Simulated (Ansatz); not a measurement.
Reaction (SMILES): C[Si](Cl)(Cl)Cl → C[Si](Cl)Cl + Cl atom (the Cl-Si bond at the site shown breaks; other sites are not compared here)
Each molecule is optimised on its own at B3LYP-D3(BJ)/def2-TZVP (Ansatz, a program for electronic structure). Frequencies are from Ansatz.
Geometry of the first species:
SMILES: C[Si](Cl)(Cl)Cl
```xyz
8

C     -2.0627    -0.3957     0.0885
Si    -0.2519    -0.0483     0.0108
Cl     0.6454    -1.2184    -1.4133
Cl     0.0845     1.9175    -0.4631
Cl     0.6341    -0.4375     1.8180
H     -2.2311    -1.4433     0.3411
H     -2.5306     0.2313     0.8485
H     -2.5246    -0.1857    -0.8770
```

Quantity: bond dissociation energy (0 K, with B3LYP-D3(BJ) harmonic zero-point energies), in kcal/mol. Cores are frozen in the correlated levels unless marked. Open shells are spin-unrestricted. Spin-orbit coupling is left out. Non-relativistic. Basis-set limits of correlation are two-point, X^-3; Hartree-Fock from the larger set. The bracket is a focal-point correction in the basis named.

| level | program | bond dissociation energy (kcal/mol) | minus last row |
|---|---|---|---|
| HF/6-31G* | Ansatz | 80.0 | -33.5 |
| HF/aug-cc-pV(D+d)Z | Ansatz | 81.5 | -32.0 |
| HF/aug-cc-pV(Q+d)Z | Ansatz | 83.6 | -29.9 |
| PBE-D4/def2-TZVPD | Ansatz + dftd4 | 109.2 | -4.3 |
| r2SCAN/def2-TZVPD | Ansatz | 108.8 | -4.7 |
| r2SCAN-D3(BJ)/def2-TZVPD | Ansatz + dftd3 | 109.3 | -4.2 |
| B3LYP-D3(BJ)/def2-TZVPD | Ansatz + dftd3 | 106.5 | -7.0 |
| B3LYP-D4/def2-TZVPD | Ansatz + dftd4 | 106.6 | -6.9 |
| wB97M-V/def2-TZVPD | Ansatz | 113.9 | 0.4 |
| B2GP-PLYP/def2-TZVPD | Ansatz | 108.8 | -4.7 |
| RPA@PBE/cc-pV(T+d)Z | Ansatz | 99.3 | -14.2 |
| RPA@PBE/cc-pV(Q+d)Z | Ansatz | 102.1 | -11.4 |
| CCSD/6-31G | Ansatz | 65.9 | -47.6 |
| RI-MP2/CBS(cc-pV(T+d)Z,cc-pV(Q+d)Z)+[CCSD(T)-MP2]/cc-pV(T+d)Z | Ansatz | 113.6 | 0.1 |
| RI-MP2/CBS(aug-cc-pV(T+d)Z,aug-cc-pV(Q+d)Z)+[CCSD(T)-MP2]/aug-cc-pV(T+d)Z | Ansatz | 113.5 | 0.0 |
